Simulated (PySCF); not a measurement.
AlCl₄ (SMILES [Cl][Al-]([Cl])([Cl])[Cl]), charge -1, singlet, at a GFN2-xTB geometry (such geometries of metal compounds can be far from the true shape). Base run: PBE/3-21G in PySCF.

The PySCF input:
```python
from pyscf import gto, scf, dft

mol = gto.M(
    atom='''
Cl   -1.658394   -0.370894   -1.257305
Al    0.000000    0.000000    0.000000
Cl    0.008122    2.034526    0.573836
Cl    1.785907   -0.446130   -1.039304
Cl   -0.135634   -1.217501    1.722772
''',
    basis='3-21g',
    charge=-1,
    spin=0,
    verbose=4,
    symmetry=True,
)

mf = dft.RKS(mol)
mf.xc = 'pbe'
mf.kernel()
mf.analyze()
```

Variants of this job, named by their change:

| change | ΔE vs base (mEh) | point group used | SCF cycles | outcome |
|---|---|---|---|---|
| base | 0.000 | Cs | 7 | converged |
| irrep_nelec = A':52 A":30 | - | - | 50 | not converged |
| symmetry = off | 0.000 | C1 | 7 | converged |
| irrep_nelec = A':56 A":26 | - | - | 50 | not converged |
